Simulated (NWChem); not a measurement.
Ionisation of HAs

```xyz
2

As     0.0000     0.0000     0.0451
H      0.0000     0.0000    -1.4893
```
Charge 0, spin multiplicity 3.

Everything below was run with NWChem. The geometry was optimised at UPBE0/def2-SVP, a minimum by its harmonic frequencies.

Basis set: def2-TZVP. −ε marks an orbital energy of the parent.

The Hamiltonian is non-relativistic. B3LYP has NWChem's definition, with VWN1-RPA local correlation. This spin state was chosen for the runs; another may lie lower. The structure started from a generated list of species. The unpaired electrons of the parent sit in orbitals of symmetry b1 and b2 (C2v labels of the run); other states weren't searched. No SCF solution was tested for a lower state. Open-shell Hartree-Fock references start from PBE0 orbitals.

Problem. One of these methods gave a first vertical ionisation energy of 5.78 eV. Which?
(A) −ε(alpha HOMO) of PBE0
(B) −ε(alpha HOMO) of B3LYP
(C) −ε(alpha HOMO) of PBE
(D) −ε(alpha HOMO) of HF

Solution. C, −ε(alpha HOMO) of PBE. The others give 6.60 (−ε(alpha HOMO) of B3LYP), 6.98 (−ε(alpha HOMO) of PBE0), 9.91 (−ε(alpha HOMO) of HF).
